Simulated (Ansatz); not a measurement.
This geometry of BClF2H4OSi (10 atoms, charge 0, multiplicity 1) is a first-order saddle point.

The calculation used RKS PBE0/cc-pVDZ (Ansatz).

```xyz
10
Properties=species:S:1:pos:R:3
B -0.018 -0.255 -0.009
Cl 0.069 0.038 2.183
F 0.980 0.470 -0.511
F -1.275 -0.002 -0.406
O 0.281 -1.669 0.269
Si -0.746 -2.980 -0.254
H 0.003 -4.206 0.137
H -2.053 -2.882 0.456
H -0.894 -2.854 -1.730
H 0.313 -1.283 1.454
```

(1) Which two structures does it join? (They come from a converged band through this point; their orientation in space is the band's.)

(2) How far does it lie above each of them?

## Answers

(1) Bonds broken: B1–Cl2, O5–H10. Bonds formed: Cl2–H10. BClF2H4OSi becomes BF2H3OSi + ClH.

Image 0:

```xyz
10
Properties=species:S:1:pos:R:3
B -0.066 -0.124 0.244
Cl -0.153 0.480 1.973
F 0.923 0.426 -0.497
F -1.282 -0.226 -0.394
O 0.334 -1.713 0.411
Si -0.776 -2.920 -0.253
H -0.118 -4.204 0.129
H -2.110 -2.784 0.386
H -0.766 -2.694 -1.718
H 0.674 -1.865 1.307
```

Image 8:

```xyz
10
Properties=species:S:1:pos:R:3
B -0.469 -0.144 -0.511
Cl 1.541 -1.299 2.882
F 0.066 1.003 -0.122
F -1.243 -0.148 -1.599
O -0.230 -1.278 0.183
Si -0.852 -2.847 -0.195
H -0.288 -3.731 0.861
H -2.343 -2.794 -0.137
H -0.376 -3.233 -1.556
H 0.854 -1.153 1.783
```

(2) 66.3 kJ/mol above the first and 84.9 kJ/mol above the second. This is the barrier of this one path; another mechanism may lie lower. The orbitals stay closed-shell, which can raise the energy where a bond breaks towards radicals; this wasn't checked here.

Run time: 4.7 min on 4 threads of Arm Neoverse V2, on a shared host, peak memory 0.28 GiB.
